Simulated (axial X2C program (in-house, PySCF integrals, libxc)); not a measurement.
## Low determinants of TiSi⁻ at the PBE0 level, two-component

Computed with an axial X2C code built on PySCF integrals. Two-component (2c) means X2C with spin–orbit coupling and atomic mean-field two-electron Coulomb and Gaunt terms. Basis: Ti dyall-acv3z [11s11p7d4f2g], Si dyall-av3z [9s8p3d2f] (cores contracted in-house); Gaussian nuclei, density fitting, unrestricted open shells. Masses: Ti 47.948 u, Si 27.977 u.

Search at 2.329 Å (vertical energies from the lowest determinant):

```
ΔE (eV)    state  electrons beyond evenly filled partner blocks  electrons in ±ω = 1/2, 3/2, 5/2, 7/2
   0.00  Ω = 1/2                                        ω = 1/2                              29 8 0 0
   0.16  Ω = 3/2                                        ω = 3/2                              28 9 0 0
   0.18  Ω = 5/2                                        ω = 5/2                              28 8 1 0
   0.23  Ω = 1/2                          2 × ω = -1/2, ω = 3/2                              28 9 0 0
   0.73  Ω = 3/2                                        ω = 3/2                              30 7 0 0
   0.75  Ω = 7/2                           ω = 1/2, 2 × ω = 3/2                              29 8 0 0
   0.99  Ω = 5/2                           2 × ω = 1/2, ω = 3/2                              28 9 0 0
```

Lowest determinant, Ω = 1/2 (⟨Sz⟩ = 0.50, ⟨Lz⟩ = 0.00 at PBE0): Re = 2.319 Å, ωe = 295.2 cm⁻¹.

The determinant in row 2 of the search, Ω = 3/2 (⟨Sz⟩ = -0.50, ⟨Lz⟩ = 2.00 at PBE0), was followed along the bond at PBE0; measured from the minimum of the lowest determinant it gives:

Te = 0.137 eV (1105 cm⁻¹), Re = 2.414 Å, ωe = 291.6 cm⁻¹.

(1) Compare the bond of the determinant in row 2 with that of the lowest one.

The search compares states at one distance, so a state with another bond length can lie lower; it is not exhaustive and yields mostly the lowest determinant of each block pattern, so other components and higher states of one pattern are missing. These are energies of single determinants, not of spin-adapted states; PBE0 term energies can be off by some tenths of an eV, and the functional has no current term. The lowest determinant need not be the ground state where others lie within half an eV. For an anion, determinants above electron detachment are held by the basis set. Row 2 has a positive highest level at its minimum.

Results:

(1) At PBE0 its Re is 0.095 Å longer and its force constant, which goes as ωe², is 0.98 times that of the lowest determinant. T0 ≈ Te + Δωe/2 = 1105 + (-2) = 1103 cm⁻¹.
